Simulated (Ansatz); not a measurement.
HCl, charge +1, doublet, geometry from GFN2-xTB (a state made from the parent by changing its charge; the spin is typed, not shown lowest). Base run: CCSD(T)/pcseg-1 (Ansatz, an electronic-structure program).

The Ansatz input:
Ansatz 0.2 input:
```yaml
crystal:
  periodic: [false, false, false]
  atoms:
    - {symbol: Cl, position_ang: [-0.00000000, -0.00000000, -0.07393369]}
    - {symbol: H, position_ang: [0.00000000, 0.00000000, 1.25687273]}
basis:
  gaussian:
    orbitals: pcseg-1.json
total_charge: 1
magnetization: {spin_polarized: true, initial_magnetization: 1}
correlation: {method: ccsd_t}
```
The basis file holds pcseg-1 in the JSON format of the Basis Set Exchange.

Variants of this job, named by their change:

| change | ΔE vs base (mEh) | MP2 correlation (Eh) | CC correlation without the perturbative part (Eh) | basis functions |
|---|---|---|---|---|
| base | 0.000 | -0.11249 | -0.13291 | 23 |
| method = rpa | ___ | - | - | 23 |
| electrons = outside_noble_gas | 0.000 | -0.11249 | -0.13291 | 23 |
| method = bccd_t | 0.006 | -0.11249 | -0.13285 | 23 |
| electrons = all | ___ | ___ | ___ | 23 |
| lower_state_search = off | 0.000 | -0.11249 | -0.13291 | 23 |
| method = ccsd | 2.052 | -0.11249 | -0.13291 | 23 |
| accuracy = high | -0.003 | -0.11249 | -0.13291 | 23 |
| fitting = cc-pVTZ-JKFIT (mean field), cc-pVTZ-RIFIT (correlation) | 0.006 | -0.11248 | -0.13291 | 23 |
| reference functional = pbe0 | 1.108 | - | -0.13496 | 23 |

Task: Some entries are withheld; supply them.

Result: 
- method = rpa, ΔE vs base (mEh): -7.880
- electrons = all, ΔE vs base (mEh): -4.462
- electrons = all, MP2 correlation (Eh): -0.11742
- electrons = all, CC correlation without the perturbative part (Eh): -0.13723
